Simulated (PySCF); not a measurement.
H₅B₃N₃, SMILES B1[N]BNBN1, doublet at its PBE0/def2-SVP optimised geometry (Å):

```
11

B      1.3504    -0.0905     0.0000
N      0.5434     1.0537     0.0000
B     -0.8441     1.2418    -0.0005
N     -1.5446    -0.0161    -0.0006
B     -0.8725    -1.2788    -0.0007
N      0.5578    -1.2926    -0.0001
H      2.5572    -0.0905     0.0000
H     -1.4009     2.3124    -0.0010
H     -2.5572    -0.0027    -0.0012
H     -1.5000    -2.3124    -0.0014
H      1.0370    -2.1847    -0.0003
```

Level of theory: unrestricted PBE0/def2-TZVP run with PySCF.

Map of the Laplacian of the electron density (e/bohr⁵) on the plane z = 1.0 Å:

```
|000000000000000000000000000|
|000000000000000000000000000|
|000000000000000000000000000|
|000000000000000000000000000|
|000000000000000000000000000|
|000000000000000000000000000|
|000000000110000000000000000|
|000000001221110000000000000|
|000000001222222210000000000|
|000000001233356531000000000|
|000000012333469952100000000|
|000000023444468853110000000|
|000000136764345543221000000|
|000000248984223443221000000|
|000000136864334443221000000|
|000000123444446643210000000|
|000000012333469953100000000|
|000000001233468852000000000|
|000000001222335531000000000|
|000000001221112221000000000|
|000000000110000100000000000|
|000000000000000000000000000|
|000000000000000000000000000|
|000000000000000000000000000|
|000000000000000000000000000|
|000000000000000000000000000|
|000000000000000000000000000|
```
Scale: ten equal steps from 0.000 (start of '0') to 0.124 (end of '9'), in the order '0123456789'; x runs from -5.00 to 5.00, y from -5.00 (bottom) to 5.00 (top).
